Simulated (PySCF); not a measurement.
# Levels of Dy(35+) from EOM-EA-GCCSD

Reference: closed-shell Dy(36+), [Ar] 3d10 4s2; one electron is added. Calculated with PySCF 2.14, two-component X2C-1e with screened spin-orbit coupling, an even-tempered Gaussian basis (19 s from 1.6 bohr⁻², ratio 2.6; 15 p from 2.1 bohr⁻², ratio 2.6; 10 d from 2.1 bohr⁻², ratio 2.6; 6 f from 2.2 bohr⁻², ratio 2.8); frozen [Ar]; the 94 highest virtual spinors dropped; of the others 68 kept and the rest restored at second order. No Breit or QED terms. Binding energies in eV.

| level | Koopmans | second order | EOM-CCSD |
| --- | --- | --- | --- |
| 4p1/2 | 1518.7 | 1520.3 | 1520.1 |
| 4p3/2 | 1464.9 | 1466.7 | 1466.6 |

For comparison, the ionisation energy of Dy(35+) is 1520 ± 5 eV (theoretical estimate listed by NIST; NIST Atomic Spectra Database, ionization energies).
